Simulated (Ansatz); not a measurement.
Start from `C[CH2][AlH][AlH][SiH3]` and change one atom or group to get `C=[N][AlH][CH2]C`.

Ansatz, PBE0-D4/def2-TZVP geometries, multiplicity 1. Each molecule was computed in one conformer, which needn't be the lowest.

| property | `C[CH2][AlH][AlH][SiH3]` |
| --- | --- |
| HOMO energy (PBE0/def2-TZVPP) / eV | -6.51 |
| LUMO energy (PBE0/def2-TZVPP) / eV | -2.28 |
| size of the dipole moment (B3LYP/def2-TZVPP) / D | 1.28 |
| size of the dipole moment (PBE/def2-TZVPP) / D | 1.29 |
| HOMO–LUMO gap (B3LYP/def2-TZVPP) / eV | 3.90 |
| HOMO energy (PBE/def2-TZVPP) / eV | -5.55 |

What does the change do to each property? (Best estimate.)

Ansatz gave: 
```tsv
property	`C=[N][AlH][CH2]C`	shift
HOMO energy (PBE0/def2-TZVPP) / eV	-6.57	-0.06
LUMO energy (PBE0/def2-TZVPP) / eV	-0.77	1.51
size of the dipole moment (B3LYP/def2-TZVPP) / D	1.24	-0.04
size of the dipole moment (PBE/def2-TZVPP) / D	1.24	-0.05
HOMO–LUMO gap (B3LYP/def2-TZVPP) / eV	5.35	1.45
HOMO energy (PBE/def2-TZVPP) / eV	-5.32	0.23
```

With PBE0 the HOMO falls by 0.06 eV and the LUMO rises by 1.51 eV, so the gap widens by about 1.57 eV. PBE moves the HOMO by 0.23 eV and ωB97M-V by -0.50 eV. Dipoles are sizes alone; their direction can turn.

B3LYP here is the variant with VWN-RPA as its local correlation; programs differ in this.
